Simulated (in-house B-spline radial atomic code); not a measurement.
Ionisation energies along the 59-electron series, configuration [Kr] 4d10 4f12 5s1, as differences of self-consistent energies. Dirac energy differences include first-order Breit, QED and recoil terms. NIST's values go from ground level to ground level; the uncertainty of those that are theory runs from under 0.1 % in few-electron ions to several per cent in heavy many-electron ones. Computed with a radial B-spline atomic code at the basis-set limit: Dirac-Hartree-Fock, average of the configuration, finite nuclei.

| ion | configuration after | ionisation energy (eV) | IE/(q+1)² (eV) | -ε less Coulomb ΔSCF (eV) | Breit and QED recoil part (eV) | tabulated value (eV) | tabulated kind | computed minus tabulated (eV) |
| --- | --- | --- | --- | --- | --- | --- | --- | --- |
| Os17+ | [Kr] 4d10 4f12 | 425.7 | 1.3138 | 0.4019 | -0.62484 | 436 | tabulated theory | -10.3 |
| Ir18+ | [Kr] 4d10 4f12 | 462.2 | 1.2802 | 0.39677 | -0.6821 | 472 | tabulated theory | -9.8 |
| Pt19+ | [Kr] 4d10 4f12 | 500.0 | 1.25 | 0.39313 | -0.74297 | 507 | tabulated theory | -7.0 |
| Au20+ | [Kr] 4d10 4f12 | 539.3 | 1.2228 | 0.39072 | -0.80761 | 550 | tabulated theory | -10.7 |
